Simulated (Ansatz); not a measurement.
Cost and result for the atomization energy of FH$_{4}$InSi, SMILES `[F][InH][SiH3]` (7 atoms, 6 bonds).

```json
{"atom": "F1", "x (Å)": "-2.218", "y (Å)": "-0.720", "z (Å)": "-1.327"}
{"atom": "In2", "x (Å)": "-0.316", "y (Å)": "-1.009", "z (Å)": "-0.917"}
{"atom": "Si3", "x (Å)": "0.461", "y (Å)": "0.756", "z (Å)": "0.764"}
{"atom": "H4", "x (Å)": "0.260", "y (Å)": "-2.357", "z (Å)": "-1.806"}
{"atom": "H5", "x (Å)": "-0.359", "y (Å)": "0.649", "z (Å)": "1.998"}
{"atom": "H6", "x (Å)": "0.278", "y (Å)": "2.107", "z (Å)": "0.171"}
{"atom": "H7", "x (Å)": "1.894", "y (Å)": "0.575", "z (Å)": "1.118"}
```

The species carries charge 0 and has multiplicity 1. Correlated methods include outer-core shells of In, which these sets cover unevenly. In takes the def2 core potential. The geometry is a stationary point of PBE0-D4/def2-TZVP. Program: Ansatz. All runs use 2 threads of a server CPU on a shared host. Times are those of one run each, without the atoms' runs, and a repeat can differ threefold. Electronic energies, without spin–orbit coupling; frozen cores. CCSD(T)/CBS adds CCSD(T) − MP2 in def2-TZVPP to the MP2 limit, and its time is that of the two runs behind it. T1 = 0.016. With those shells the extrapolation isn't a true limit.

CCSD(T)/CBS is a level of theory with its own doubt, some kJ/mol a heavy atom from the limit and from the frozen cores, so smaller differences don't rank the functionals.

| level | functions | wall time | atomization (kJ/mol) | difference from CCSD(T)/CBS | per bond |
| --- | --- | --- | --- | --- | --- |
| revPBE-D4/def2-TZVPP | 179 | 1.9 s | 1780.5 | -71.4 | -11.9 |
| BLYP-D4/def2-TZVPP | 179 | 2.2 s | 1808.5 | -43.4 | -7.2 |
| PBE-D4/def2-TZVPP (with forces) | 179 | 2.5 s | 1820.1 | -31.8 | -5.3 |
| PBE0-D4/def2-TZVPP | 179 | 2.6 s | 1799.0 | -52.9 | -8.8 |
| CCSD(T)/def2-SVP | 78 | 2.7 s | 1705.4 | -146.5 | -24.4 |
| BHLYP-D4/def2-TZVPP | 179 | 3 s | 1786.4 | -65.5 | -10.9 |
| CAM-B3LYP-D4/def2-TZVPP | 179 | 3.2 s | 1841.6 | -10.3 | -1.7 |
| r2SCAN-D4/def2-TZVPP (with forces) | 179 | 5 s | 1838.2 | -13.7 | -2.3 |
| ωB97X-V/def2-TZVPP | 179 | 8.5 s | 1861.3 | 9.4 | 1.6 |
| B97M-V/def2-TZVPP | 179 | 9.5 s | 1853.2 | 1.3 | 0.2 |
| MP2/def2-QZVPP | 329 | 13 s | 1821.3 | -30.6 | -5.1 |
| CCSD(T)/def2-TZVPP | 179 | 61 s | 1796.7 | -55.2 | -9.2 |
| CCSD(T)/CBS(def2) | – | 73 s | 1851.9 | 0.0 | 0.0 |

From BLYP to BHLYP (50 % exact exchange), in def2-TZVPP and without D4, the atomization energy moves by −15.2 kJ/mol: exact exchange takes away binding that semilocal exchange gives to molecules. Leaving LDA and LC-ωPBE aside and taking each functional with its dispersion term where it has one, the values spread over 80.8 kJ/mol, from revPBE-D4 to ωB97X-V. LDA lies +252.4 kJ/mol from PBE without D4, its usual overbinding. In def2-TZVPP, CCSD(T) changes the Hartree–Fock value by +449.8 kJ/mol (the triples alone add +21.6 kJ/mol) and MP2 by +440.6 kJ/mol; breaking electron pairs costs correlation energy, which Hartree–Fock lacks.

Spin–orbit coupling would lower the free In atoms strongly, and the atomization energy with them, by more than many differences here.
